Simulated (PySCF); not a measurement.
SMILES CC(C)/C=C\N (C₅H₁₁N) at its GFN2-xTB optimised geometry (Å):

```
17

C      1.4010    -1.6661     0.7868
C      0.8690    -0.4690     0.0000
C      1.3989    -0.4969    -1.4377
C     -0.6341    -0.4690     0.0000
C     -1.4123     0.6104     0.0000
N     -0.9907     1.9305    -0.0727
H      1.0316    -1.6448     1.8100
H      2.4889    -1.6550     0.8118
H      1.0775    -2.5960     0.3238
H      1.2368     0.4467     0.4811
H      2.4872    -0.4797    -1.4464
H      1.0298     0.3624    -1.9926
H      1.0632    -1.4004    -1.9418
H     -1.1033    -1.4401    -0.0371
H     -2.4889     0.5024    -0.0145
H     -0.0156     2.0704     0.1494
H     -1.5943     2.5960     0.3855
```

Computed with B3LYP/def2-SVP run with PySCF. Cells within 0.4 Å of a nucleus heavier than hydrogen are left out (blank, or x).

Map of the HOMO−1 amplitude (bohr^(-3/2)) on the plane z = 0.6 Å; orbital energy -8.68 eV, overall sign arbitrary:

```
|444444444444444444444444444|
|444444444444444444444444444|
|444444444444444444444444444|
|444444444444444444444444444|
|444444444444444444444444444|
|444444444444444444444444444|
|444444444444334444444444444|
|444444444554434444444444444|
|444444445565444444444444444|
|444443344676544455444444444|
|444433334566544555544444444|
|444433223565444677654444444|
|444433223465334698654444444|
|444433334554212588654444444|
|444444344565100366544444444|
|444444445675200245433334444|
|444444445676422343222334444|
|4444444456664445xx001233444|
|44444444555554567x101234444|
|444444444555555665322334444|
|444444444444455665433344444|
|444444444444445555444444444|
|444444444444444444444444444|
|444444444444444444444444444|
|444444444444444444444444444|
|444444444444444444444444444|
|444444444444444444444444444|
```
Scale: ten equal steps from -0.105 (start of '0') to 0.136 (end of '9'), in the order '0123456789'; x runs from -5.00 to 5.00, y from -5.00 (bottom) to 5.00 (top).
